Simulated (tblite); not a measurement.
A tight-binding relaxation on `CCCC[Se][SiH2]C`.

Computed with GFN2-xTB geometry optimisation, gas phase (tblite 0.8.0). Start geometry: from a force field or distance geometry. The command runs a driver script over a list of jobs; the input below is this job's line of settings and its coordinates in Å.

Command:
```bash
OMP_NUM_THREADS=1 python probes_run.py task.json out
```

Input:
```
{"job": {"kind": "relax", "xc": "GFN2-xTB", "basis": "xTB"}, "charge": 0, "multiplicity": 1}
C     -3.742700    -0.252400    -0.429500
C     -2.383500    -0.641500     0.119200
C     -1.651600     0.642000     0.397000
C     -0.286200     0.509700     0.939300
Se     0.942500    -0.483100    -0.185800
Si     3.028800     0.432800    -0.148700
C      4.379500    -0.841600    -0.226900
H     -3.832300    -0.606400    -1.452500
H     -3.830800     0.866900    -0.392200
H     -4.558600    -0.682800     0.196100
H     -2.597000    -1.168500     1.087100
H     -1.875100    -1.309100    -0.596600
H     -2.274500     1.190800     1.184300
H     -1.719000     1.301400    -0.505900
H      0.144300     1.551300     0.991200
H     -0.254200     0.133900     2.001300
H      3.107600     1.250900     1.098700
H      3.280300     1.361200    -1.256500
H      4.442800    -1.337600    -1.200400
H      5.366200    -0.324500    -0.074700
H      4.304400    -1.576500     0.609700
```

Output:
```
step      E/eV     max force
  0    -618.91165    2.648
  1    -619.17436    0.636
  2    -619.23941    0.615
  3    -619.28969    0.477
  4    -619.33064    0.398
  5    -619.35201    0.305
  6    -619.36748    0.284
  7    -619.37903    0.270
  8    -619.38900    0.259
  9    -619.39984    0.230
... (137 lines left out)
147    -619.62902    0.030
148    -619.62927    0.030
149    -619.62937    0.020
150    -619.62943    0.017
151    -619.62952    0.017
152    -619.62956    0.013
153    -619.62961    0.011
154    -619.62964    0.011
155    -619.62965    0.009
156    -619.62967    0.008
```

«max force» is the largest atomic force in eV/Å.

**Question.** From which step on does the largest force stay under 0.1 eV/Å, and how much energy is left to gain from there?

**Answer.** From step 64 (0.087 eV/Å), 27.3 meV above the end.

Main results: energy lowered by 16.6 kcal/mol over 156 steps; largest atomic force 0.008 eV/Å at the end.

**Question.** Give the final coordinates.

**Answer.** 0.536 Å rms from the input after alignment:
```
atom  x, y, z in Å
C1    -3.7178   -0.4048   -0.4118
C2    -2.3895   -0.4821    0.3279
C3    -1.5599    0.7841    0.1412
C4    -0.2013    0.6958    0.8119
Se5    0.9489   -0.7032   -0.0016
Si6    2.9552    0.3475    0.2768
C7     4.2766   -0.8255   -0.3970
H8    -3.5521   -0.2722   -1.4787
H9    -4.3097    0.4337   -0.0498
H10   -4.2899   -1.3175   -0.2648
H11   -2.5690   -0.6435    1.3936
H12   -1.8124   -1.3340   -0.0454
H13   -2.0956    1.6401    0.5630
H14   -1.4209    0.9706   -0.9269
H15    0.3447    1.6349    0.7119
H16   -0.2982    0.4474    1.8699
H17    3.1424    0.6376    1.7016
H18    2.9011    1.6114   -0.4644
H19    4.0138   -1.1785   -1.3904
H20    5.2393   -0.3292   -0.4566
H21    4.3856   -1.6957    0.2438
```

On one thread of an Arm Neoverse V1 (shared host), this took 1.4 s wall.
Labels such as C1 count atoms from 1, the log's own numbers from 0.
